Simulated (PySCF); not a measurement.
BH7NOSi (charge -1).
Numbering: `[NH2:1][BH2-:2][O:3][SiH3:4]` (hydrogens: H5, H6 on N1; H7, H8 on B2; H9, H10, H11 on Si4)

Method: PBE0-D3(BJ)/def2-SVP geometry optimisation, gas phase in PySCF 2.14.0.

**Question.** Give the optimised bond lengths and angles.

**Answer.** 
```csv
bond,length (Å)
N1–B2,1.574
B2–O3,1.486
O3–Si4,1.661
"N1–H5, N1–H6",1.016
"B2–H7, B2–H8",1.253
"Si4–H9, Si4–H11",1.519
Si4–H10,1.540
```

Bonds in one row agree within 0.01 Å and their mean is given. A selection of angles:
```csv
angle,degrees
B2–N1–H5,115.4
H5–N1–H6,107.9
N1–B2–O3,101.1
N1–B2–H7,110.2
O3–B2–H7,112.4
H7–B2–H8,110.1
B2–O3–Si4,106.9
O3–Si4–H9,122.1
O3–Si4–H10,99.7
H9–Si4–H10,98.4
H9–Si4–H11,108.6
```

Torsions: N1–B2–O3–Si4 1° (synperiplanar).

Si4 and N1 aren't drawn bonded (3 bonds apart) but lie 2.27 Å from each other; Cordero's covalent radii sum to 1.82 Å. B2 (four-coordinate boron) is distorted tetrahedral (angles from 101.1° to 112.4°). Of the pairs four or more bonds apart, those above aside, Si4···H6 is among the closest relative to their van der Waals radii: 2.89 Å, 88 % of the sum of Bondi's values. The 4 heavy atoms lie in one plane (0.004 Å rms). N1 (boron-bound nitrogen) is pyramidal (angles 115.4°, 115.2° and 107.9°, sum 338.4°, 0.32 Å off the plane of its three neighbours). Si4 (oxygen-bound silicon) is distorted tetrahedral (angles from 98.4° to 122.2°).

Point group: Cs (every atom within 0.08 Å of its image). Stationary, but not proved a minimum. The geometry's basis has no diffuse functions, a weakness for an anion. Torsions: H–N1–B2–O3 -117° and 116°, N1–B2–O3–Si4 1°.

Hardware: an Arm Neoverse V1 with one thread, no GPU (shared host). Cost: 50 s of wall time. That covers the optimisation of the geometry.

One conformer stands for the species.
